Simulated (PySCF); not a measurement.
Compound: (BeO)4 cube, Be4O4.
Bonds: Be1–O2, Be1–O4, Be1–O6, O2–Be3, O2–Be7, Be3–O4, Be3–O8, O4–Be5, Be5–O6, Be5–O8, O6–Be7, Be7–O8.

Method used: PBE0-D3(BJ)/def2-SVP geometry optimisation, gas phase (PySCF).

(1) How far are the bound atoms from Be1?

(2) What is the shape at Be1?

(3) Give some angles away from the centre.

(4) What are the rotational constants (commonest isotopes, rigid rotor)?

Answers

(1) 3 atoms: O4 1.623 Å, O2 1.624 Å, O6 1.624 Å. The nearest atom not counted as bound is Be7, at 2.07 Å (others tie with it).

(2) Pyramidal: angles 99.9°, 99.9° and 99.9°, sum 299.7°, 0.76 Å off the plane of its three neighbours.

(3) Be1–O2–Be3 79.1°.

(4) A = 3679, B = 3678, C = 3677 MHz: a spherical top.

Point group: Td (tolerance 0.08 Å). Charge 0, singlet. No PBE0-D3(BJ)/def2-SVP frequencies stand behind this structure, so it isn't proved a minimum.

One conformer stands for the species.
